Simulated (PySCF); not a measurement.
Isomers of C4H7NOSi, mass 113.030 u with the commonest isotopes. Computed with CAM-B3LYP/def2-SVPD in PySCF (dipole) on a GFN2-xTB geometry, gas phase. One conformer each, none proved a minimum here; rigid rotors.

Question: Order these by rotational constant A, largest first.
A. `[N:1]#[C:2][C@@H:3]1[O:4][CH2:5][CH2:6][SiH2:7]1` with C2–C3–O4–C5 -78°, C3–O4–C5–C6 -52°, O4–C5–C6–Si7 34°, C5–C6–Si7–C3 -8°
B. `[CH2:1]=[C:2]([SiH3:3])[O:4][CH2:5][C:6]#[N:7]` with C1–C2–O4–C5 0°, C2–O4–C5–C6 180°
C. `[CH:1]#[C:2]/[CH:3]=[N:4]/[SiH2:5][O:6][CH3:7]` with C3–N4–Si5–O6 -127°, N4–Si5–O6–C7 -51°
D. `C[Si@@H]1OC[C@H]1C#N`

Answer: C (5150 MHz), B (4900 MHz), D (3967 MHz), A (3344 MHz).

Question: Order these by dipole moment, largest first.
A. `[CH:1]#[C:2]/[CH:3]=[N:4]/[SiH2:5][O:6][CH3:7]` with C3–N4–Si5–O6 -127°, N4–Si5–O6–C7 -51°
B. `[N:1]#[C:2][C@@H:3]1[O:4][CH2:5][CH2:6][SiH2:7]1` with C2–C3–O4–C5 -78°, C3–O4–C5–C6 -52°, O4–C5–C6–Si7 34°, C5–C6–Si7–C3 -8°
C. `C[Si@@H]1OC[C@H]1C#N`
D. `[CH2:1]=[C:2]([SiH3:3])[O:4][CH2:5][C:6]#[N:7]` with C1–C2–O4–C5 0°, C2–O4–C5–C6 180°

Answer: C (4.40 D), B (4.19 D), D (4.01 D), A (1.61 D).

Question: Order these by rotational constant C, smallest first.
A. `[C@@H]1([Si@H](C)OC1)C#N`
B. `[CH:1]#[C:2]/[CH:3]=[N:4]/[SiH2:5][O:6][CH3:7]` with C3–N4–Si5–O6 -127°, N4–Si5–O6–C7 -51°
C. `[N:1]#[C:2][C@@H:3]1[O:4][CH2:5][CH2:6][SiH2:7]1` with C2–C3–O4–C5 -78°, C3–O4–C5–C6 -52°, O4–C5–C6–Si7 34°, C5–C6–Si7–C3 -8°
D. `[CH2:1]=[C:2]([SiH3:3])[O:4][CH2:5][C:6]#[N:7]` with C1–C2–O4–C5 0°, C2–O4–C5–C6 180°

Answer: B (848.8 MHz), D (866.2 MHz), A (1272 MHz), C (1550 MHz).

```csv
SMILES,point group,Ia (u·Å²),Ib (u·Å²),Ic (u·Å²),κ,μa (D),μb (D),μc (D)
C=C([SiH3])OCC#N,Cs,103.15,489.36,583.45,-0.92,2.76,2.91,0.00
C[Si@@H]1OC[C@H]1C#N,C1,127.38,324.55,397.17,-0.79,3.96,0.17,1.91
C#C/C=N/[SiH2]OC,C1,98.14,517.40,595.44,-0.94,1.60,0.19,0.02
N#C[C@@H]1OCC[SiH2]1,C1,151.11,258.55,326.01,-0.55,4.04,0.92,0.60
```
